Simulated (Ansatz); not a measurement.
System: diiodo(methyl)borane, CH₃BI₂ (charge 0, singlet). 
Coordinates optimised at B3LYP-D3(BJ)/def2-TZVP (Ansatz, a program for electronic structure):
```
B
C 1 1.5517
H 2 1.0905 1 112.85
H 2 1.0905 3 109.87 1 -126.89
H 2 1.0980 3 106.73 4 -115.36
I 1 2.1390 2 120.60 3 28.53
I 1 2.1390 2 120.60 3 -153.82
```
Charge 0, spin multiplicity 1.

Basis-set convergence of Hartree-Fock and CCSD(T) correlation energies (hartree) with Ansatz. Valence correlation only, unless marked. No spin-orbit coupling. Frozen are the shells of the preceding noble gas and the d and f shells that filled before the atom's block. In def2 rows, elements after Kr have scalar-relativistic effective core potentials.

```csv
basis,functions,E(HF),"E(corr, CCSD(T))"
def2-SVP,95,-657.61638,-0.47612
def2-TZVPP,204,-657.70438,-0.62155
def2-QZVPP,368,-657.70938,-0.67680
```

Extrapolating the two largest sets (X = 3 and 4) as X^-3: E(corr) = (64·(-0.67680) - 27·(-0.62155))/37 = -0.7171 Eh, an estimate of the basis-set limit. The largest set recovers 94.4 % of it, the smallest 66.4 %.
